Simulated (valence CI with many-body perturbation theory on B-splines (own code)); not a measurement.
## E1 transitions of As26+

Computed by relativistic CI+MBPT: five valence electrons over a frozen Dirac-Fock core [He], a basis of 9 s, 9 p, 8 d, 6 f, 3 g, 1 h functions for each j, with the one-electron correlation potential Σ1 (screened to all orders), the two-electron term Σ2, the three-electron term Σ3, Breit, model QED; selected single and double excitations, second order for the rest (own B-spline code, finite nucleus).

No measured spectrum was set against this ion. As an estimate, large intervals hold to a few tenths of a per cent, small ones and those within an open d or f shell to about a per cent. Among the levels kept, up to 1600 cm⁻¹ of a level comes from second order outside the variational space, and about a tenth of that is noise between levels of different J, which matters for small intervals.

Lines 201 to 250 of 266 in falling wavelength, among levels below 1734.6 eV, chosen from the strongest by gf and those to the six lowest levels. Wavelengths and rates use the calculated energies. Electric multipoles are in the length gauge, E1 and E2 with the static RPA response of the core. Weak lines are less certain than strong ones. Lines between different terms over intervals too small for the method are left out, as are lines whose strength nearly cancels. Where a level lies close to another of its J and parity, the split of strength between their lines is uncertain. The highest levels of a list are the least certain.

Levels are named by their leading jj configuration (3d3/2^4 stands for four electrons in 3d with j = 3/2), which in mixed levels can hold well under half, so a name can repeat and another be missing. Letters in brackets count levels of one name in rising energy.

```tsv
λ vac (Å)	Upper	Lower	A (s⁻¹)	S (a.u.)
7.586	(2s^2 2p1/2 2p3/2 3d3/2) J=5/2 [b]	(2s^2 2p1/2 2p3/2^2) J=5/2	1.42e+13	1.84e-02
7.581	(2s^2 2p3/2^2 3d3/2) J=1/2	(2s^2 2p3/2^3) J=3/2	2.89e+13	1.24e-02
7.577	(2s^2 2p1/2 2p3/2 3d3/2) J=3/2 [b]	(2s^2 2p1/2 2p3/2^2) J=5/2	5.88e+12	5.05e-03
7.569	(2s^2 2p1/2 2p3/2 3d5/2) J=5/2 [a]	(2s^2 2p1/2 2p3/2^2) J=3/2	1.64e+13	2.11e-02
7.569	(2s^2 2p1/2 2p3/2 3d5/2) J=3/2 [a]	(2s^2 2p1/2 2p3/2^2) J=3/2	2.01e+13	1.72e-02
7.569	(2s^2 2p3/2^2 3d5/2) J=3/2	(2s^2 2p3/2^3) J=3/2	4.66e+13	3.99e-02
7.567	(2s^2 2p1/2^2 3d5/2) J=5/2	(2s^2 2p1/2^2 2p3/2) J=3/2	2.23e+13	2.86e-02
7.562	(2s^2 2p3/2^2 3d5/2) J=5/2	(2s^2 2p3/2^3) J=3/2	4.66e+13	5.97e-02
7.552	(2s^2 2p1/2 2p3/2 3d5/2) J=5/2 [b]	(2s^2 2p1/2 2p3/2^2) J=5/2	1.18e+13	1.51e-02
7.552	(2s^2 2p1/2 2p3/2 3d5/2) J=7/2 [b]	(2s^2 2p1/2 2p3/2^2) J=5/2	4.66e+13	7.92e-02
7.547	(2s^2 2p1/2 2p3/2 3d5/2) J=3/2 [b]	(2s^2 2p1/2 2p3/2^2) J=5/2	2.72e+12	2.31e-03
7.537	(2s^2 2p1/2 2p3/2 3d3/2) J=5/2 [b]	(2s^2 2p1/2 2p3/2^2) J=3/2	3.52e+11	4.46e-04
7.528	(2s^2 2p1/2 2p3/2 3d3/2) J=3/2 [b]	(2s^2 2p1/2 2p3/2^2) J=3/2	2.03e+12	1.71e-03
7.521	(2s^2 2p1/2 2p3/2 3d3/2) J=1/2 [b]	(2s^2 2p1/2 2p3/2^2) J=3/2	3.01e+12	1.26e-03
7.506	(2s 2p1/2^2 2p3/2 3p1/2) J=3/2	(2s^2 2p1/2 2p3/2^2) J=5/2	1.30e+11	1.09e-04
7.504	(2s^2 2p1/2 2p3/2 3d5/2) J=5/2 [b]	(2s^2 2p1/2 2p3/2^2) J=3/2	5.16e+13	6.46e-02
7.501	(2s^2 2p1/2 2p3/2 3d5/2) J=1/2	(2s^2 2p1/2 2p3/2^2) J=3/2	5.43e+11	2.26e-04
7.500	(2s 2p1/2^2 2p3/2 3p1/2) J=5/2	(2s^2 2p1/2 2p3/2^2) J=5/2	7.65e+10	9.56e-05
7.498	(2s^2 2p1/2 2p3/2 3d5/2) J=3/2 [b]	(2s^2 2p1/2 2p3/2^2) J=3/2	7.95e+11	6.61e-04
7.493	(2s 2p1/2^2 2p3/2 3p3/2) J=3/2	(2s^2 2p1/2 2p3/2^2) J=1/2	2.44e+11	2.03e-04
7.484	(2s^2 2p3/2^2 3d3/2) J=3/2	(2s^2 2p1/2 2p3/2^2) J=1/2	2.85e+12	2.35e-03
7.483	(2s^2 2p3/2^2 3d5/2) J=1/2	(2s^2 2p1/2 2p3/2^2) J=1/2	5.16e+12	2.14e-03
7.473	(2s 2p1/2^2 2p3/2 3p3/2) J=1/2	(2s^2 2p1/2 2p3/2^2) J=1/2	8.44e+11	3.48e-04
7.463	(2s 2p1/2^2 2p3/2 3p3/2) J=7/2	(2s^2 2p1/2 2p3/2^2) J=5/2	2.96e+11	4.86e-04
7.458	(2s 2p1/2^2 2p3/2 3p1/2) J=3/2	(2s^2 2p1/2 2p3/2^2) J=3/2	1.70e+11	1.39e-04
7.457	(2s^2 2p1/2 2p3/2 3d3/2) J=3/2 [a]	(2s^2 2p1/2^2 2p3/2) J=3/2	8.71e+12	7.13e-03
7.452	(2s 2p1/2^2 2p3/2 3p1/2) J=5/2	(2s^2 2p1/2 2p3/2^2) J=3/2	1.30e+12	1.59e-03
7.451	(2s^2 2p1/2 2p3/2 3d3/2) J=5/2 [a]	(2s^2 2p1/2^2 2p3/2) J=3/2	6.82e+12	8.36e-03
7.450	(2s^2 2p1/2 2p3/2 3d3/2) J=1/2 [a]	(2s^2 2p1/2^2 2p3/2) J=3/2	1.78e+12	7.26e-04
7.446	(2s^2 2p3/2^2 3d3/2) J=1/2	(2s^2 2p1/2 2p3/2^2) J=1/2	9.98e+11	4.07e-04
7.437	(2s^2 2p3/2^2 3d5/2) J=7/2	(2s^2 2p1/2 2p3/2^2) J=5/2	1.80e+12	2.92e-03
7.434	(2s^2 2p3/2^2 3d5/2) J=3/2	(2s^2 2p1/2 2p3/2^2) J=1/2	4.83e+12	3.92e-03
7.427	(2s 2p1/2^2 2p3/2 3p3/2) J=3/2	(2s^2 2p1/2 2p3/2^2) J=5/2	3.59e+11	2.90e-04
7.421	(2s^2 2p1/2 2p3/2 3d5/2) J=5/2 [a]	(2s^2 2p1/2^2 2p3/2) J=3/2	1.67e+13	2.02e-02
7.418	(2s^2 2p3/2^2 3d3/2) J=3/2	(2s^2 2p1/2 2p3/2^2) J=5/2	8.94e+12	7.21e-03
7.417	(2s^2 2p3/2^2 3d3/2) J=5/2	(2s^2 2p1/2 2p3/2^2) J=5/2	2.48e+13	3.00e-02
7.415	(2s 2p1/2^2 2p3/2 3p3/2) J=5/2	(2s^2 2p1/2 2p3/2^2) J=5/2	3.10e+12	3.75e-03
7.401	(2s^2 2p3/2^2 3d3/2) J=7/2	(2s^2 2p1/2 2p3/2^2) J=5/2	6.13e+13	9.80e-02
7.390	(2s^2 2p1/2 2p3/2 3d3/2) J=5/2 [b]	(2s^2 2p1/2^2 2p3/2) J=3/2	2.94e+13	3.52e-02
7.382	(2s^2 2p1/2 2p3/2 3d3/2) J=3/2 [b]	(2s^2 2p1/2^2 2p3/2) J=3/2	5.29e+13	4.20e-02
7.380	(2s 2p1/2^2 2p3/2 3p3/2) J=3/2	(2s^2 2p1/2 2p3/2^2) J=3/2	4.45e+12	3.53e-03
7.375	(2s^2 2p1/2 2p3/2 3d3/2) J=1/2 [b]	(2s^2 2p1/2^2 2p3/2) J=3/2	5.84e+13	2.31e-02
7.371	(2s^2 2p3/2^2 3d3/2) J=3/2	(2s^2 2p1/2 2p3/2^2) J=3/2	2.99e+13	2.36e-02
7.370	(2s^2 2p3/2^2 3d5/2) J=1/2	(2s^2 2p1/2 2p3/2^2) J=3/2	2.14e+13	8.47e-03
7.370	(2s^2 2p3/2^2 3d3/2) J=5/2	(2s^2 2p1/2 2p3/2^2) J=3/2	1.46e+13	1.73e-02
7.369	(2s^2 2p3/2^2 3d5/2) J=3/2	(2s^2 2p1/2 2p3/2^2) J=5/2	1.79e+12	1.41e-03
7.368	(2s 2p1/2^2 2p3/2 3p3/2) J=5/2	(2s^2 2p1/2 2p3/2^2) J=3/2	8.62e+12	1.02e-02
7.363	(2s^2 2p3/2^2 3d5/2) J=5/2	(2s^2 2p1/2 2p3/2^2) J=5/2	1.40e+12	1.65e-03
7.361	(2s 2p1/2^2 2p3/2 3p3/2) J=1/2	(2s^2 2p1/2 2p3/2^2) J=3/2	1.69e+11	6.67e-05
7.358	(2s^2 2p1/2 2p3/2 3d5/2) J=5/2 [b]	(2s^2 2p1/2^2 2p3/2) J=3/2	1.14e+13	1.35e-02
```
